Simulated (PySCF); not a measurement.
Geometry (Å), atoms numbered from 1 in this order:
```xyz
23

Si    0.5014    1.3006    0.6943
H    -0.0675    1.6704    2.0419
C     2.3497    1.0550    0.9069
H     2.8197    1.9753    1.2879
H     2.8228    0.7974   -0.0538
H     2.5700    0.2487    1.6235
C     0.1230    2.7083   -0.4874
H    -0.9585    2.9023   -0.5577
H     0.4993    2.4868   -1.4982
H     0.6029    3.6360   -0.1374
N    -0.1844   -0.1692    0.0677
C    -1.4447   -0.2503   -0.6526
C    -1.4911   -1.6955   -1.1336
C    -0.8680   -2.4373    0.0430
C     0.2512   -1.4954    0.4945
H    -1.4821    0.4715   -1.4854
H    -2.3245   -0.0416   -0.0063
H    -0.8620   -1.8095   -2.0320
H    -2.5061   -2.0371   -1.3841
H    -1.6138   -2.5482    0.8472
H    -0.5016   -3.4433   -0.2088
H     0.4080   -1.5638    1.5874
H     1.2135   -1.7715    0.0211
```

Computed data (PySCF): GIAO B3LYP/pcSseg-1 shieldings, PBE0-D3(BJ)/def2-SVP structure. No solvent model, equivalent nuclei averaged, one computed conformer, relativity neglected.

Referencing at the same level of theory: $^{13}$C, $^{1}$H, $^{29}$Si against TMS; NH3 for $^{15}$N.

```csv
atoms,nucleus,count,δ (ppm)
C3/C7,$^{13}$C,2,-1.6
H18/H19/H20/H21,$^{1}$H,4,?
C13/C14,$^{13}$C,2,31.4
H4/H5/H6/H8/H9/H10,$^{1}$H,6,0.21
Si1,$^{29}$Si,1,-15.3
H16/H17/H22/H23,$^{1}$H,4,2.95
C12/C15,$^{13}$C,2,?
N11,$^{15}$N,1,?
H2,$^{1}$H,1,4.75
```

Task: Fill in the missing shifts.

Result: 
- C12/C15: 50.6 ppm, carbon bonded to C, N, 2 H
- H18/H19/H20/H21: 1.65 ppm, hydrogen on a carbon bonded to 2 C
- N11: 42.5 ppm, nitrogen bonded to 2 C, Si

Shifts are as computed. Against solution values, carbons near 30 ppm lie about +2 ppm off and those near 130 ppm about +6 ppm. Of 1313 compounds with measured shifts, 239 miss one by over three times the rms of a fit or turn the order of signals round; such compounds aren't used in these exercises. Experimental scales use liquid or dissolved standards, which lie at an offset from isolated NH3 (liquid NH3: subtract about 20 ppm).
